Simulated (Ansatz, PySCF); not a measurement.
Ga(AsH2)(F)2 (AsF2GaH2), SMILES [Ga]([F])([AsH2])[F]. Atoms are numbered in the order given.

```xyz
6

Ga     0.5392     0.5933    -0.0558
As    -1.2696    -0.9528     0.1077
H     -0.4793    -1.9516    -0.7312
H     -1.9119    -0.3168    -1.1207
F      0.3364     2.3081    -0.3314
F      2.2174     0.1617     0.1783
```
Charge 0, spin multiplicity 1.

Geometry optimised at PBE0-D3(BJ)/def2-SVP.

Two levels are set side by side: PBE-D3(BJ)/def2-SVP (Ansatz, a first-principles code) and PBE0-D3(BJ)/def2-SVP (Ansatz). Each level has its own optimised geometry; the coordinates shown are those of the second. Frequencies come from the Hessian of PySCF at each geometry. Differences are taken from unrounded values.

```tsv
quantity	PBE0-D3(BJ)	PBE-D3(BJ)	PBE-D3(BJ) minus PBE0-D3(BJ)
mean bond length (Å)	1.787	1.805	0.019
bond Ga1–As2 (Å)	2.385	2.408	0.023
bond Ga1–F5 (Å)	1.749	1.768	0.019
bond Ga1–F6 (Å)	1.749	1.768	0.019
bond As2–H3 (Å)	1.525	1.541	0.016
bond As2–H4 (Å)	1.525	1.541	0.016
highest harmonic wavenumber (cm⁻¹)	2236	2145	-91
mean harmonic wavenumber (cm⁻¹)	737	705	-32
zero-point energy (kcal/mol)	12.64	12.10	-0.55
```

GGA bonds tend to be longer and softer than those of functionals with exact exchange. Differences between two approximate levels are no errors against the true value.
